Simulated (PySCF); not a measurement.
PBE0-D3(BJ)/def2-TZVP geometry optimisation, gas phase with PySCF 2.14 and geomeTRIC: Ni(NH2)2, charge 0, multiplicity 3. Start (model start, shaken):

```
7

Ni    0.0000    0.0045   -0.0041
N    -0.0134   -0.0068    1.7951
H     0.8209    0.0201    2.4026
H    -0.8293    0.0073    2.4154
N     0.0016   -0.0140   -1.8104
H     0.8304   -0.0202   -2.4169
H    -0.8485   -0.0193   -2.4376
```

```json
{"step": "0", "E − E(start) / kcal mol⁻¹": "0.00", "largest force / Eh bohr⁻¹": "0.02819"}
{"step": "1", "E − E(start) / kcal mol⁻¹": "-1.81", "largest force / Eh bohr⁻¹": "0.00199"}
{"step": "2", "E − E(start) / kcal mol⁻¹": "-1.84", "largest force / Eh bohr⁻¹": "0.00091"}
{"step": "3", "E − E(start) / kcal mol⁻¹": "-1.85", "largest force / Eh bohr⁻¹": "0.00034"}
```

The optimisation met its thresholds. End point:

```
7

Ni   -0.0099   -0.0034   -0.0084
N    -0.0074    0.0009    1.7808
H     0.8155    0.0174    2.3642
H    -0.8245    0.0079    2.3719
N    -0.0057   -0.0135   -1.7974
H     0.8178   -0.0177   -2.3799
H    -0.8241   -0.0199   -2.3871
```

Metal–donor distances, start → end: N2 1.799 → 1.789 Å, N5 1.806 → 1.789 Å.

No frequencies were computed, so the end point may be a saddle point.

The job took 40 s on one thread of Arm Neoverse V2 (shared host), with 131 basis functions and a peak of 0.5 GiB, launched as `OMP_NUM_THREADS=1 python lf_run.py task.json out`.
